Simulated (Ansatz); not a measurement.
Consider the ligand exchange at the Si–O bond: `CO[SiH2]C#N` + `N[SiH3]` → `N#C[SiH2]N[SiH3]` + CH₃OH.

Program: Ansatz. Geometries: PBE0-D4/def2-TZVP. ΔE: electronic, gas phase. CCSD(T)/CBS is the MP2 limit (def2-TZVPP, def2-QZVPP) plus CCSD(T) − MP2 in def2-TZVPP, frozen cores. This one scheme is used for every species. Functionals use def2-TZVPP. HSE06 is defined as in plane-wave codes. Each species was taken in one conformer, which may not be the lowest.

Task: Is it downhill or uphill in electronic energy at CCSD(T)/CBS, and by how much? (Best estimate.)

Result: Ansatz gave: Uphill: ΔE = +30.4 kJ/mol.

Task: What do these levels give: PBE0-D4, r2SCANh-D4, CAM-B3LYP-D4, ωB97M-V, B2PLYP, r2SCANh, HSE06, CAM-B3LYP, LC-ωPBE, RPA@PBE/def2-TZVPP, SCS-MP2/def2-TZVPP, HF/CBS(def2)? (Best estimate.)

Result: Computed: PBE0-D4 27.7, r2SCANh-D4 32.7, CAM-B3LYP-D4 35.2, ωB97M-V 32.2, B2PLYP 35.2, r2SCANh 33.4, HSE06 29.3, CAM-B3LYP 37.1, LC-ωPBE 30.8, RPA@PBE/def2-TZVPP 30.8, SCS-MP2/def2-TZVPP 33.1, HF/CBS(def2) 38.8 kJ/mol.

Task: What do rigid-rotor, harmonic-oscillator terms from PBE0-D4/def2-TZVP frequencies (298.15 K, 1 bar) make of the CCSD(T)/CBS value? (Estimate.)

Result: The calculation gave: ΔZPE = +0.7 kJ/mol, ΔH = +31.1 kJ/mol, ΔS = -1 J/(mol·K), ΔG = +31.5 kJ/mol. Modes under 50 cm⁻¹ make the entropy rough.

Largest T1 diagnostic among the species: 0.012.

Leaving LDA and LC-ωPBE aside and taking each functional with its dispersion term where it has one, the values, not all of them listed here, spread over 8.9 kJ/mol, from revPBE-D4 to B97M-V. The D4 term adds −3.0 kJ/mol with B3LYP and −1.8 kJ/mol with PBE0; it sums over pairs of atoms, weighted by their polarisabilities, and B3LYP, whose exchange is more repulsive, gets the larger term.

B3LYP here is the variant with VWN-RPA as its local correlation; programs differ in this.
